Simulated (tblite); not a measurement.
Species: C5H14OSi2.
Atom-mapped SMILES: `[CH3:1][CH2:2][O:3][Si@@H:4]([CH3:5])/[CH:6]=[CH:7]/[SiH3:8]` (hydrogens: H9, H10, H11 on C1; H12, H13 on C2; H14 on Si4; H15, H16, H17 on C5; H18 on C6; H19 on C7; H20, H21, H22 on Si8)

Structure used (GFN2-xTB), in Å, numbered top down from 1:
```
atom  x, y, z in Å
C1    -3.5010    1.3306    0.2596
C2    -2.7516    0.0111    0.3667
O3    -1.3748    0.2558    0.4008
Si4   -0.1468   -0.8098    0.3959
C5    -0.1370   -1.9113   -1.1597
C6     1.3408    0.3358    0.4578
C7     2.6031   -0.0755    0.3640
Si8    4.1267    1.0229    0.4358
H9    -3.2262    1.8394   -0.6606
H10   -3.2420    1.9703    1.0992
H11   -4.5730    1.1523    0.2634
H12   -3.0464   -0.5190    1.2811
H13   -2.9931   -0.6325   -0.4882
H14   -0.2168   -1.6921    1.5760
H15   -0.9406   -2.6436   -1.1426
H16    0.7963   -2.4576   -1.2511
H17   -0.2545   -1.3159   -2.0622
H18    1.1536    1.3944    0.5912
H19    2.7776   -1.1387    0.2333
H20    5.0300    0.5249    1.4784
H21    4.8277    0.9761   -0.8521
H22    3.7375    2.4017    0.7353
```

All values are computed: GFN2-xTB (tblite) harmonic vibrations without scaling, gas phase. This tight-binding method is rough: wavenumbers can miss measured ones by several per cent, in bad cases by 10 to 20. Modes of hydrogen on silicon can be 10 to 20 % off. One conformer, not necessarily the lowest.

Harmonic wavenumbers (cm⁻¹): 26.8, 37.1, 55.4, 67.8, 84.0, 96.4, 103.6, 148.4, 195.5, 215.7, 237.9, 257.0, 293.0, 378.0, 509.7, 528.8, 644.2, 669.9, 680.8, 708.8, 753.3, 774.8, 786.3, 795.5, 800.4, 806.1, 828.4, 835.9, 847.5, 1000.1, 1030.2, 1096.8, 1145.3, 1150.4, 1183.2, 1266.4, 1301.6, 1346.1, 1376.4, 1399.3, 1476.6, 1487.6, 1491.8, 1495.1, 1495.3, 1639.4, 2145.8, 2228.2, 2238.4, 2261.7, 2884.4, 2911.3, 3005.5, 3024.0, 3025.7, 3030.3, 3042.6, 3045.4, 3049.0, 3053.0.

A = 2655, B = 509.4, C = 448.4 MHz; mass 146.058 u (most abundant isotopes); point group C1, symmetry number 1.

Zero-point energy?

Half the sum of the wavenumbers: 37247 cm⁻¹ = 106.50 kcal/mol.

What is S at 350 K and 1 bar for an ideal gas of classical rigid rotors and harmonic oscillators?

Translation 41.67, rotation 31.13, vibration 55.83: S = 128.6 cal/(mol K).

And Cp and H(350 K) − H(0)?

Cp = 54.30 cal/(mol K), of which vibrations give 46.35 (their classical limit is 60 R = 119.2); H(350 K) − H(0) = 11.90 kcal/mol without the zero-point energy, 9.12 from vibrations.

Blend soft modes into free rotors: weight 1/[1 + (100 cm⁻¹/ν̃)⁴] for the oscillator and the rest for a rotor with moment μB/(μ + B), μ = h/(8π²ν), B = 10⁻⁴⁴ kg m². What vibrational entropy results?

48.51 cal/(mol K) in place of 55.83, which changes −T·S at 350 K by +2.56 kcal/mol.

What must be added to the electronic energy to get the Gibbs energy at 350 K and 1 bar?

ZPE + [H(350 K) − H(0)] − T·S = 106.50 + 11.90 − 45.02 = 73.38 kcal/mol.

Hindered rotation and anharmonicity are outside this model. Other conformers, if any are populated, would add a mixing term that is left out. The structure is chiral; the term R ln 2 for an equal mix with its mirror image is left out.
